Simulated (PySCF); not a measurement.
**Radial density of Ir (iridium, neutral)**

LC-wPBE, [Xe] 4f14 5d7 6s1 7s1, high-spin 6F determinant (an excited configuration). Computed with PySCF 2.14 in aug-cc-pVTZ-PP with one added diffuse shell each of s, p, d, f, g type with ECP60MDF (7s7p6d4f3g, 113 functions), with a scalar-relativistic core potential. This is the valence pseudo-density: the core potential removes the inner electrons and smooths the orbitals near the nucleus.

```json
{"r (bohr)": "0.134", "4πr²ρ (e/bohr)": "3.128e-05", "4πr²(ρα − ρβ)": "0.0000"}
{"r (bohr)": "0.225", "4πr²ρ (e/bohr)": "0.001152", "4πr²(ρα − ρβ)": "0.0002"}
{"r (bohr)": "0.379", "4πr²ρ (e/bohr)": "0.1098", "4πr²(ρα − ρβ)": "0.0091"}
{"r (bohr)": "0.638", "4πr²ρ (e/bohr)": "4.832", "4πr²(ρα − ρβ)": "0.3507"}
{"r (bohr)": "1.07", "4πr²ρ (e/bohr)": "13.98", "4πr²(ρα − ρβ)": "1.9064"}
{"r (bohr)": "1.80", "4πr²ρ (e/bohr)": "5.357", "4πr²(ρα − ρβ)": "1.9639"}
{"r (bohr)": "3.04", "4πr²ρ (e/bohr)": "0.9318", "4πr²(ρα − ρβ)": "0.5841"}
{"r (bohr)": "5.11", "4πr²ρ (e/bohr)": "0.1094", "4πr²(ρα − ρβ)": "0.0999"}
{"r (bohr)": "8.59", "4πr²ρ (e/bohr)": "0.1555", "4πr²(ρα − ρβ)": "0.1555"}
{"r (bohr)": "14.4", "4πr²ρ (e/bohr)": "0.01317", "4πr²(ρα − ρβ)": "0.0132"}
{"r (bohr)": "24.3", "4πr²ρ (e/bohr)": "1.879e-05", "4πr²(ρα − ρβ)": "0.0000"}
```

Energies and moments cover only the electrons outside the core potential. Spin-orbit coupling, absent here, splits the open shell strongly. The outer electron is Rydberg-like, and this basis confines it to a smaller radius and binds it less than a complete one would.
